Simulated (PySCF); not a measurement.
A structure optimised at PBE-D3(BJ)/def2-SVP, used in a PySCF frequency run:

```
Hf
Cl 1 2.3528
S 1 2.4333 2 112.60
H 3 1.3664 1 90.28 2 -136.52
S 1 2.4339 2 112.04 3 117.03
H 5 1.3692 1 91.08 2 46.68
S 1 2.4422 2 111.44 6 99.97
H 7 1.3667 1 89.97 2 -142.93
```
Charge 0, spin multiplicity 1.

Write its SMILES and formula.

[SH][Hf]([SH])([SH])[Cl], ClH₃HfS₃

What are its rotational constants (standard atomic weights)?

0.99690, 0.94946, 0.93211 GHz
